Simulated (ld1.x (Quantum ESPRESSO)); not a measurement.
**gold (Au): one change to a TM potential, before and after**

ld1.x (Quantum ESPRESSO) 7.5 input, shortened:

```
&input
   title='Au', zed=79., rel=1, dft='PBE', iswitch=3,
   config='[Xe] 4f14 5d10 5f-2 6s1 6p0'
 /
 &inputp
   pseudotype=2, tm=.true., lloc=2,
   nlcc=.true., new_core_ps=.true.
 /
4
6S  1  0   1.00   0.00  2.00  2.00  0.0
6P  2  1   0.00   0.00  3.45  3.45  0.0
5F  4  3  -2.00  -0.10  3.50  3.50  0.0
5D  3  2  10.00   0.00  1.25  1.25  0.0
 &test
   configts(1)='5d10 6s1 6p0'
 /
```

Change: local potential the s channel.

Cutoffs: the cutoffs (Ry, on a coarse ladder) from which the occupation-weighted sum of valence levels, in a spherical-Bessel basis at the reference potential, stays within 10 and 1 mRy of its value at 400 Ry; they do not see the model core or the augmentation charge, which bear on the density cutoff. Errors are all-electron minus pseudo energies relative to the spin-unpolarised reference configuration.

Question: What does the change do?

Answer: The potential gets harder (60 Ry and 90 Ry → 70 Ry and 90 Ry); the bound ghost in f, p, s disappears; the number of tests that count goes from 6 to 7; of the 6 tests that both files solve, the error grows in 4 and shrinks in 1 by more than 15 % and 0.3 meV (median size 26.9 → 63.7 meV); the range in which the d phases agree narrows (upper end 4.0 → 0.6). In the separable form a ghost depends on how the local part lies against the semilocal potential of the channel, so the choice of the local part can create or remove one.

```tsv
quantity	base	changed
cutoff, loose	60 Ry	70 Ry
cutoff, tight	90 Ry	90 Ry
loose cutoff by channel (10 mRy a level)	s 12 Ry, d 35 Ry	d 35 Ry, s 8 Ry
bound ghosts	f, s, p	none
tests counted (converged, no solver errors)	6 of 7	7 of 7
error for 5d10 6s0 6p0, meV [ΔE 9.41 eV]	-17	-17
error for 5d9 6s0 6p0, meV [ΔE 30.62 eV]	-31	-76
error for 5d8 6s0 6p0, meV [ΔE 64.49 eV]	-159	-372
error for 5d7 6s0 6p0, meV [ΔE 112.21 eV]	-503	-1025
error for 5d9 6s1 6p0, meV [ΔE 12.12 eV]	-23	-51
error for 5d10 6s0 6p1, meV [ΔE 5.25 eV]	-5.5	-4.2
s: phases at 3.81 bohr within 0.05 rad from the reference energy up to (Ry; the scan ends near 5)	1.2	1.1
p: phases at 3.81 bohr within 0.05 rad from the reference energy up to (Ry; the scan ends near 5)	2.1	1.7
d: phases at 3.81 bohr within 0.05 rad from the reference energy up to (Ry; the scan ends near 5)	4.0	0.6
f: phases at 3.81 bohr within 0.05 rad from the reference energy up to (Ry; the scan ends near 5)	2.5	2.5
```

Base: Tests not counted: 5d9 6s1 6p1 (solver errors, printed error -2.6 eV). A true bound ghost makes a file unfit for plane-wave use even where its test errors are small: the radial tests pick states by their node count and pass the ghost by. Where a test does run into it, the solver fails or the error is huge.
